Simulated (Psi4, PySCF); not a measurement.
C2H4NO (SMILES C[N]C=O), doublet (typed; the unrestricted solution is spin-contaminated), at a GFN2-xTB geometry, atoms displaced at random by about 0.03 Å a coordinate. Base run: HF/STO-3G, gradient (PySCF).

PySCF was given this input:
```python
from pyscf import gto, scf

mol = gto.Mole()
mol.atom = '''
    C    -1.500776   -0.258106   -0.010522
    N    -0.283040   -0.127190   -0.706756
    C     0.871030   -0.018725   -0.158075
    O     1.229843    0.591649    0.802800
    H    -2.298329    0.178807   -0.627914
    H    -1.768613   -1.342180    0.168474
    H    -1.377511    0.273592    0.985087
    H     1.633409   -0.583879   -0.854053
'''
mol.basis = 'sto-3g'
mol.charge = 0
mol.spin = 1
mol.verbose = 4
mol.build()

mf = scf.UHF(mol)
mf.kernel()
g = mf.nuc_grad_method()
grad = g.kernel()
```

Programs used: Psi4, PySCF; a row that names a program was run with it.

The coordinate followed is x of atom 1.

Each row names what was changed in the base input (with any setting that the change needs).

| change | dE/dx (Eh/bohr) | net force (Eh/bohr) |
|---|---|---|
| base | 0.048935 | 0.000000 |
| conv_tol = 1e-6 | 0.048935 | 0.000000 |
| finite difference step (bohr) = 0.01; conv_tol = 1e-11 | 0.048943 | - |
| conv_tol = 1e-11 | 0.048935 | 0.000000 |
| density fitting = on; auxbasis_response = off | 0.048406 | 0.001006 |
| finite difference step (bohr) = 0.2; conv_tol = 1e-11 | 0.052339 | - |
| code = psi4 | 0.048933 | 0.000000 |
| conv_tol = 1e-4 | 0.049071 | 0.000000 |
| finite difference step (bohr) = 1e-5; conv_tol = 1e-11 | 0.048935 | - |
| finite difference step (bohr) = 1e-3; conv_tol = 1e-11 | 0.048935 | - |
| density fitting = on | 0.048932 | 0.000000 |
| finite difference step (bohr) = 0.05; conv_tol = 1e-11 | 0.049147 | - |

The net force is zero for an exact gradient.

Open shells are given as the SCF converged; they aren't shown to be the lowest states, and a large step between rows can be another state.
